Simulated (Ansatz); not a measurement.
Cl₃GeHS (`[SH][Ge]([Cl])([Cl])[Cl]`). The species carries charge 0 and has multiplicity 1.

```xyz
6

S     1.6926   -0.7108    0.0600
Ge   -0.2561    0.2762    0.1885
Cl   -0.1729    1.6137    1.8349
Cl   -0.7289    1.3722   -1.5749
Cl   -1.8460   -1.1074    0.4933
H     1.3113   -1.4439   -1.0019
```

**Question.** What are the harmonic wavenumbers in cm⁻¹ at PBE0-D4/def2-TZVP (Ansatz, finite differences of forces, unscaled)? (Best estimate.)

**Answer.** Ansatz gave: 92, 119, 157, 161, 169, 173, 385, 446, 451, 455, 769, 2702.

**Question.** Is this a minimum?

**Answer.** Yes, all 12 modes are real.

**Question.** Give the ideal-gas thermochemistry at 298.15 K and 1 bar (rigid rotor, harmonic oscillator; point group Cs, symmetry number 1).

**Answer.** Zero-point energy 36.4 kJ/mol; H(298) − E = 59.7 kJ/mol; entropy 384.9 J/(mol·K), of which translation 175.7, rotation 124.1, vibration 85.1; G(298) − E = -55.0 kJ/mol. Modes under 100 cm⁻¹ are hindered rotations or soft bends, so the harmonic entropy is rough.
